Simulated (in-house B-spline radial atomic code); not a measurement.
Inner levels of promethium as electrons are removed. A shift is the extra binding of the orbital against the neutral atom ([Xe] 4f5 6s2). The density at the nucleus is averaged over the nuclear charge. Computed with an all-electron radial atomic-structure program (B-spline basis): Dirac-Hartree-Fock, average of the configuration, finite nuclei.

```tsv
ion	configuration	shift of 1s1/2 (eV)	radius of 1s1/2 (bohr)	Σ<r²> (bohr²)	change of density at nucleus (bohr⁻³)
Pm50+	[Ne] 3s1	3689.27	0.023153	0.13777	-4878.21
Pm51+	[He] 2s2 2p6	3841.99	0.023151	0.076127	-11707.1
Pm52+	[He] 2s2 2p5	4213.2	0.023135	0.066422	-11092.8
Pm53+	[He] 2s2 2p4	?	?	?	?
Pm54+	[He] 2s2 2p3	4969.57	0.023102	0.047881	-9852.59
Pm55+	[He] 2s2 2p2	?	?	?	?
Pm56+	[He] 2s2 2p1	?	?	?	?
Pm57+	[He] 2s2	6138.94	0.023049	0.022097	-7967.07
Pm58+	[He] 2s1	6490.65	0.023047	0.011666	-35618.9
Pm59+	1s2	6845.45	0.023036	0.0014425	-63891.9
Pm60+	1s1	7964.07	0.02288	0.00071103	-261472
```

Fill in the row of Pm53+.

shift of 1s1/2 (eV): 4589.07; radius of 1s1/2 (bohr): 0.023119; Σ<r²> (bohr²): 0.05701; change of density at nucleus (bohr⁻³): -10474.5.

Fill in the row of Pm55+.

shift of 1s1/2 (eV): 5354.72; radius of 1s1/2 (bohr): 0.023085; Σ<r²> (bohr²): 0.039026; change of density at nucleus (bohr⁻³): -9227.2.

Fill in the row of Pm56+.

shift of 1s1/2 (eV): 5744.51; radius of 1s1/2 (bohr): 0.023067; Σ<r²> (bohr²): 0.030434; change of density at nucleus (bohr⁻³): -8598.62.
